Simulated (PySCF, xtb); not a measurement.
H₅O₂PSi, SMILES [SiH](O)(P)O. One conformer was computed; it need not be the lowest.

Harmonic wavenumbers (cm⁻¹) from GFN2-xTB (xtb) at its own minimum, in rising order: 91, 134, 190, 226, 269, 304, 482, 664, 675, 720, 721, 792, 817, 875, 938, 1144, 2216, 2292, 2397, 3658, 3701.

What does PBE0-D3(BJ)/def2-SVP (PySCF) give at its own minimum? (Estimate from the structure and the level; the computed values follow.)

39, 134, 184, 228, 254, 341, 462, 630, 697, 735, 753, 820, 876, 915, 973, 1087, 2190, 2403, 2417, 3936, 3938. Paired by order, the mean absolute difference is 54 cm⁻¹ and the zero-point energies are 33.3 and 34.3 kcal/mol.
